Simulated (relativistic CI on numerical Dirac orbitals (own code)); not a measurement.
Level scheme of Os⁷⁰⁺

Computed by Dirac-Coulomb-Breit CI, KLI orbitals optimised for each configuration, model QED, unscaled Slater integrals (own radial code, finite nucleus).

Configurations in the expansion (outside the closed core 1s2): 2s2 2p2, 2s 2p3, 2p4, 2p3 3s, 2p3 3p, 2s2 2p 3s, 2p3 3d, 2s2 2p 3p, 2s2 2p 3d, 2s 2p2 3s, 2s 2p2 3p, 2s 2p2 3d, 2s2 2p 4s, 2s2 2p 4p, 2s2 2p 4d, 2s2 2p 4f. Levels of other configurations are missing.

The lowest level is 2s2 2p2 3P_0, with 68 % of that term; Hund's rules for 2s2 2p2 give 3P with J = 0, in agreement.

| No. | Configuration | Term | J | E (Ry) | % | Next component (%) | Lifetime (s) |
| --- | --- | --- | --- | --- | --- | --- | --- |
| 1 | 2s2 2p2 | 3P | 0 | 0.000 | 68 | 32 1S |  |
| 2 | 2s2 2p2 | 3P | 1 | 117.520 | 100 |  | 4.03e-11 |
| 3 | 2s2 2p2 | 1D | 2 | 118.875 | 65 | 35 3P | 6.76e-09 |
| 4 | 2s 2p3(2P°) | 3P° | 2 | 140.788 | 49 | 26 5S° | 2.77e-11 |
| 5 | 2s 2p3(2P°) | 1P° | 1 | 147.563 | 31 | 30 3D° | 6.07e-14 |
| 6 | 2s2 2p2 | 3P | 2 | 238.318 | 65 | 34 1D | 9.41e-12 |
| 7 | 2s2 2p2 | 1S | 0 | 243.146 | 67 | 32 3P | 8.49e-12 |
| 8 | 2s 2p3(4S°) | 5S° | 2 | 256.111 | 50 | 46 3D° | 2.60e-13 |
| 9 | 2s 2p3(2D°) | 3D° | 3 | 259.459 | 100 |  | 2.74e-13 |
| 10 | 2s 2p3(2P°) | 3P° | 0 | 264.363 | 100 |  | 7.73e-14 |
| 11 | 2s 2p3(4S°) | 3S° | 1 | 266.112 | 53 | 43 3D° | 3.94e-14 |
| 12 | 2s 2p3(2D°) | 1D° | 2 | 266.778 | 74 | 21 3D° | 4.03e-14 |
| 13 | 2s 2p3(2P°) | 3P° | 1 | 267.110 | 64 | 33 1P° | 6.93e-14 |
| 14 | 2p4 | 3P | 2 | 291.413 | 67 | 32 1D | 4.18e-14 |
| 15 | 2p4 | 1S | 0 | 296.468 | 64 | 35 3P | 3.79e-14 |
| 16 | 2s 2p3(2P°) | 3P° | 2 | 381.584 | 51 | 19 5S° | 8.13e-14 |
| 17 | 2s 2p3(2P°) | 1P° | 1 | 388.233 | 36 | 25 3D° | 3.26e-14 |
| 18 | 2p4 | 3P | 1 | 410.208 | 100 |  | 2.67e-14 |
| 19 | 2p4 | 1D | 2 | 411.589 | 68 | 32 3P | 2.74e-14 |
| 20 | 2p4 | 3P | 0 | 533.229 | 65 | 35 1S | 2.01e-14 |
| 21 | 2s2 2p 3s | 3P° | 0 | 814.622 | 100 |  | 3.70e-15 |
| 22 | 2s2 2p 3s | 3P° | 1 | 814.896 | 67 | 33 1P° | 3.05e-15 |
| 23 | 2s2 2p 3p | 3D | 1 | 821.423 | 74 | 22 1P | 2.40e-13 |
| 24 | 2s2 2p 3p | 3P | 0 | 825.212 | 67 | 32 1S | 1.20e-13 |
| 25 | 2s 2p2(3P)<4P> 3s | 5P | 1 | 835.939 | 41 | 31 3S | 3.72e-15 |
| 26 | 2s 2p2(3P)<4P> 3s | 3P | 0 | 838.991 | 68 | 31 1S | 3.94e-15 |
| 27 | 2s 2p2(1S)<2S> 3p | 3P° | 1 | 843.404 | 33 | 21 5D° | 1.60e-15 |
| 28 | 2s 2p2(1S)<2S> 3p | 3P° | 0 | 843.467 | 52 | 41 5D° | 1.49e-13 |
| 29 | 2s2 2p 3p | 3D | 2 | 857.924 | 52 | 32 1D | 1.52e-13 |
| 30 | 2s2 2p 3p | 3P | 1 | 858.002 | 49 | 30 3S | 1.92e-13 |

Energies count from the lowest computed level; ° marks odd parity; lifetimes are radiative, by E1, M1, E2, M2 decay to levels of this space only. Percentages are summed over parent terms; the parents shown are those of the largest component, closed shells are left out there, and <> holds an intermediate term.

The mean weight of the leading LS term, summed over parents, in these 30 levels is 65 %, and that of the leading jj configuration (from the same eigenvectors) 100 %, so jj coupling describes them better and the LS labels are nominal.

At this charge energies of transitions that change n are usually good to better than 1 %, and those within a shell (Δn = 0) to a few per cent.

LS names give the leading component of a level, which can be under half, so a name can repeat, a term be missing and a line seem to break the LS rules.
